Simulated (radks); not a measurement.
K, configuration [Ar] 4s1. Method: non-relativistic Kohn-Sham, r2SCAN, spin-unpolarised, spherical densities, point nucleus; meta-GGA in the generalised Kohn-Sham scheme; hard spherical wall at 3 bohr; computed with a radial shooting solver on a logarithmic mesh with Libxc functionals.

Unscreened Slater integrals over Kohn-Sham orbitals (cm^-1). Empty in this configuration: 3d.

\begin{tabular}{lr}
integral & value \\ \hline
F0(4s,4s) & 109100 \\
F0(4s,3p) & 121840 \\
G1(4s,3p) & 20553 \\
F0(4s,3s) & 124570 \\
G0(4s,3s) & 14912 \\
F0(4s,2p) & 159130 \\
G1(4s,2p) & 11230 \\
F0(4s,3d) & 117840 \\
G2(4s,3d) & 24643 \\
F0(3p,3p) & 145800 \\
F2(3p,3p) & 75352 \\
F0(3p,3s) & 150470 \\
G1(3p,3s) & 101650 \\
F0(3p,2p) & 195480 \\
F2(3p,2p) & 34353 \\
G0(3p,2p) & 13389 \\
G2(3p,2p) & 13549 \\
F0(3p,3d) & 138750 \\
F2(3p,3d) & 70949 \\
G1(3p,3d) & 89467 \\
G3(3p,3d) & 55141 \\
F0(3s,3s) & 155770 \\
F0(3s,2p) & 206100 \\
G1(3s,2p) & 15147 \\
F0(3s,3d) & 142770 \\
G2(3s,3d) & 68604 \\
F0(2p,2p) & 571540 \\
F2(2p,2p) & 266830 \\
F0(2p,3d) & 174000 \\
F2(2p,3d) & 26381 \\
G1(2p,3d) & 16102 \\
G3(2p,3d) & 9041.4 \\
F0(3d,3d) & 133190 \\
F2(3d,3d) & 68741 \\
F4(3d,3d) & 44604 \\
\end{tabular}
